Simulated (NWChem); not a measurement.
System meant: AlH$_{2}$S$_{2}$Cl; SMILES [SH][Al]([SH])[Cl]

Input file for NWChem:

```
start job
memory heap 200 mb stack 900 mb global 1100 mb
geometry units angstroms noautoz
  Al    -0.017730     0.000176    -0.000019
  Cl    -2.124790     0.022972     0.000018
  S      1.005443     1.936623    -0.047980
  H      2.249937     1.379687    -0.036315
  S      0.963308    -1.957954     0.047984
  H      2.219560    -1.428074     0.036314
end
basis spherical
  * library def2-svp
end
dft
  xc xpbe96 cpbe96
  iterations 4
  mulliken
end
task dft energy
```

End of the output:

```
    Atom       Charge   Shell Charges
 -----------   ------   -------------------------------------------------------
    1 Al  13    12.98   2.00  1.94  0.66  0.26  5.81  0.99  0.89  0.44
    2 Cl  17    17.03   2.00  1.96  1.05  0.78  5.82  2.25  3.16  0.01
    3 S   16    16.00   2.00  1.95  0.99  0.67  5.81  1.89  2.64  0.04
    4 H    1     1.00   0.61  0.31  0.08
    5 S   16    16.00   2.00  1.95  0.99  0.67  5.81  1.89  2.64  0.04
    6 H    1     1.00   0.61  0.31  0.08

 center of mass
 --------------
 x =   0.00000000 y =   0.00000000 z =  -0.09701156

 moments of inertia (a.u.)
 ------------------
         819.624173906300           0.000000000000           0.000000000000
           0.000000000000        1700.331421159712           0.000000000000
           0.000000000000           0.000000000000         880.707247253411

     Multipole analysis of the density
     ---------------------------------

     L   x y z        total         alpha         beta         nuclear
     -   - - -        -----         -----         ----         -------
     0   0 0 0     -0.000000    -32.000000    -32.000000     64.000000

     1   1 0 0     -0.000000     -0.000000     -0.000000      0.000000
     1   0 1 0      0.000000      0.000000      0.000000      0.000000
     1   0 0 1      0.886485      0.443243      0.443243      0.000000

     2   2 0 0    -42.880795   -245.300723   -245.300723    447.720651
     2   1 1 0      0.000000      0.000000      0.000000      0.000000
     2   1 0 1      0.000000      0.000000      0.000000      0.000000
     2   0 2 0    -38.495471    -19.247736    -19.247736      0.000000
     2   0 1 1     -0.000000     -0.000000     -0.000000      0.000000
     2   0 0 2    -35.857235   -228.196603   -228.196603    420.535971

 ------------------------------------------------------------------------
 dft energy failed                                                                                  0
 ------------------------------------------------------------------------
 ------------------------------------------------------------------------
  current input line :
    19: task dft energy
 ------------------------------------------------------------------------
 ------------------------------------------------------------------------
 This type of error is most commonly associated with calculations not reaching convergence criteria
 ------------------------------------------------------------------------
 For more information see the NWChem manual at https://nwchemgit.github.io

0:dft energy failed:Received an Error in Communication
```

Can this run be used? If not, why, and what is the fix?

Convergence was not reached. Cause: the SCF was allowed too few iterations. This input runs:
```
start job
memory heap 200 mb stack 900 mb global 1100 mb
geometry units angstroms noautoz
  Al    -0.017730     0.000176    -0.000019
  Cl    -2.124790     0.022972     0.000018
  S      1.005443     1.936623    -0.047980
  H      2.249937     1.379687    -0.036315
  S      0.963308    -1.957954     0.047984
  H      2.219560    -1.428074     0.036314
end
basis spherical
  * library def2-svp
end
dft
  xc xpbe96 cpbe96
  iterations 150
  mulliken
end
task dft energy
```
It converges to -1499.23364 Ha (PBE/def2-SVP).
